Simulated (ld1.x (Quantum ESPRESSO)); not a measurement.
**gold (Au): variants of one TM potential**

Base potential:

```json
{"Element": "gold (Au)", "Generator": "ld1.x (Quantum ESPRESSO) 7.5", "Type": "norm-conserving Troullier–Martins (Kleinman–Bylander form)", "Functional": "PBE", "Relativity": "non-relativistic", "Frozen core": "[Xe] 4f14", "Valence charge": "11", "Reference configuration": "5d10 6s0.75 6p0 (charge +0.25)", "Partial waves": "6p (bound, empty): rc 3.55 bohr; 5d (bound): rc 1.45 bohr; 6s (bound): rc 2.75 bohr", "Local potential": "the s channel", "Core correction": "a·sin(br)/r model core inside 1.05 bohr"}
```

All-electron outer shells of the reference configuration (PBE, non-relativistic, ld1.x):

```tsv
shell	level (eV)	outermost node (bohr)	outermost maximum (bohr)
5p	-56.08	0.54	0.99
5d	-9.89	0.56	1.20
6s	-5.65	1.24	2.67
6p	-2.03	1.38	3.64
```

Cutoffs, loose and tight: the cutoffs (Ry, on a coarse ladder) from which the occupation-weighted sum of valence levels, in a spherical-Bessel basis at the reference potential, stays within 10 and 1 mRy of its value at 400 Ry. They do not see the model core or the augmentation charge, which bear on the density cutoff. Test errors are all-electron minus pseudo excitation energies from the reference, over the configurations 5d10 6s1 6p0; 5d10 6s0 6p0; 5d9 6s0 6p0; 5d10 6s0 6p1; 5d8 6s0 6p0; 5d9 6s2 6p0; 5d7 6s0 6p0. A dash means not determined; rows that change the core or the reference have their own tests.

| change | outcome | cutoff, loose | cutoff, tight | bound ghosts | largest test error (meV) |
| --- | --- | --- | --- | --- | --- |
| base | generated | 45 Ry | 80 Ry | none | -1648 |
| all radii but the core radius scaled by about 0.80 (s 2.20, p 2.84, d 1.16 bohr) | generated | 45 Ry | 120 Ry | none | -1621 |
| all radii but the core radius scaled by about 0.85 (s 2.34, p 3.02, d 1.24 bohr) | generated | 70 Ry | 90 Ry | none | -1631 |
| all radii but the core radius scaled by about 1.08 (s 2.98, p 3.84, d 1.56 bohr) | generated | 45 Ry | 70 Ry | none | -1705 |
| all radii but the core radius scaled by about 1.16 (s 3.20, p 4.14, d 1.68 bohr) | generated | 45 Ry | 70 Ry | none | -1808 |
| all radii but the core radius scaled by about 1.30 (s 3.56, p 4.60, d 1.88 bohr) | generated | 45 Ry | 70 Ry | none | -2074 |
| all radii but the core radius scaled by about 1.38 (s 3.78, p 4.88, d 2.00 bohr) | generated | 45 Ry | 70 Ry | none | -2198 |

Reading the sweep of the scale of all radii but the core radius (base = 1) (base included, trends over the rows without a ghost): The loose cutoff is not monotonic: lowest 45 Ry at 0.8, highest 70 Ry at 0.85. The median size of the test errors (rows with all tests solved) falls from 122.6 meV at 0.8 to 11.6 meV at 1.38. This runs against the usual rule that a larger radius transfers worse; these runs do not show why.
